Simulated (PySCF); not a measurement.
C6H8OS2Si.
Geometry (GFN2-xTB, Å), atoms numbered from 1 in this order:
```xyz
18
C6H8OS2Si angstrom
O      4.4393    0.4402    0.2561
C      3.1462    0.0871    0.1547
C      2.5487   -0.9647    0.7817
C      1.1798   -1.0653    0.4661
C      0.7238   -0.1046   -0.3877
Si    -0.9678    0.1543   -1.1121
C     -2.3087    1.0287   -0.0756
C     -3.2951   -0.1413   -0.0837
S     -2.2936   -1.5141   -0.7848
S      2.0210    0.9692   -0.8364
H      4.6308    1.2139   -0.2861
H      3.0773   -1.6325    1.4353
H      0.5375   -1.8364    0.8526
H     -0.9167    0.5805   -2.5105
H     -1.9913    1.2648    0.9391
H     -2.7370    1.9322   -0.5039
H     -3.6587   -0.4307    0.8996
H     -4.1444    0.0251   -0.7429
```

NICS = −σ at a ghost point: NICS(0) at the centroid of the ring atoms, NICS(1) 1 Å to either side along the normal of their mean plane, zz for the tensor component along that normal. Level: GIAO PBE0/pcSseg-1 (PySCF, non-relativistic, gas phase) on the GFN2-xTB geometry, one conformer.

Ring bond lengths (Å), with Mayer bond orders in brackets: C2–C3 1.363 (1.52), C3–C4 1.408 (1.28), C4–C5 1.364 (1.59), C5–S10 1.743 (1.09), S10–C2 1.740 (1.14); Si6–C7 1.907 (0.92), C7–C8 1.530 (1.00), C8–S9 1.838 (0.99), S9–Si6 2.156 (1.00).

Problem. Give the NICS values of each ring in ppm.

Solution. 
```tsv
ring	type	NICS(0)	NICS(1), two faces	NICS(1)zz, two faces	rms pucker (Å)	centre to ring atoms, mean (Å)
C2–C3–C4–C5–S10	5-membered ring with S; formal bonds all aromatic	-11.6	-9.8 / -10.0	-21.2 / -22.0	0.00	1.29
Si6–C7–C8–S9	4-membered ring with S and Si; formal bonds all single	-0.7	-0.2 / 0.0	5.9 / 8.6	0.07	1.31
```

Problem. What can be read from them?

Solution. 
- C2–C3–C4–C5–S10: mean NICS(1)zz -21.6 ppm, shielded. The ring is flat and has no four-coordinate atom; by the NICS criterion it is aromatic.
- Si6–C7–C8–S9: mean NICS(1)zz 7.2 ppm, deshielded. Si6, C7, C8 have four or more neighbours; no verdict on aromaticity is drawn.

Problem. And the bond-length index? Use HOMA with the parameters of Krygowski (1993).

Solution. 
- C2–C3–C4–C5–S10: HOMA 0.76; the largest term is that of C5–S10, α(R − Ropt)² = 0.41. The geometric and the magnetic index point the same way.

Problem. At the second NICS(1) probe listed for ring C2–C3–C4–C5–S10, 1 Å off the ring, what do the in-plane components average?

Solution. The isotropic value is a third of the trace: (3 × -10.0 − (-22.0))/2 = -4.0 ppm.

Problem. Give the inner angles of the rings and the Hirshfeld charges of the ring atoms.

Solution. 
- C2–C3–C4–C5–S10: C2 111.7° (+0.056 e), C3 112.2° (-0.100 e), C4 114.5° (-0.058 e), C5 110.3° (-0.150 e), S10 91.3° (+0.069 e); sum 540.0° against 540° for a flat convex ring.
- Si6–C7–C8–S9: Si6 80.8° (+0.331 e), C7 95.7° (-0.166 e), C8 102.8° (-0.068 e), S9 79.3° (-0.120 e); sum 358.7° against 360° for a flat convex ring.

Problem. What are the shieldings of the ring atoms and their hydrogens in the same run (means over atoms taken as equivalent)?

Solution. 
| atoms | environment | σ isotropic (ppm) |
| --- | --- | --- |
| C2 | aromatic carbon bearing oxygen | 7.2 |
| C3 | aromatic CH carbon | 76.4 |
| C4 | aromatic CH carbon | 42.8 |
| C5 | substituted aromatic carbon | 64.0 |
| Si6 | SiH silicon | 356.6 |
| C7 | sp3 carbon bound to silicon | 163.8 |
| C8 | sp3 carbon bound to sulfur | 160.0 |
| S9 | sulfur bonded to C and Si | 610.7 |
| S10 | thiophene-type sulfur | 296.3 |
| H12 | aromatic hydrogen | 25.12 |
| H13 | aromatic hydrogen | 24.06 |
| H14 | Si–H hydrogen | 25.71 |
| H15 | methylene hydrogen | 29.50 |
| H16 | methylene hydrogen | 29.80 |

The list is cut; further classes of hydrogen are left out.

Time: 58 s wall (with the writing of density and orbital grids); peak memory 1.1 GiB. Hardware: an Arm Neoverse V2 with one thread, no GPU, shared host with 192 logical CPUs at a one-minute load of 126. This is the whole shielding run at PBE0/pcSseg-1, SCF included.
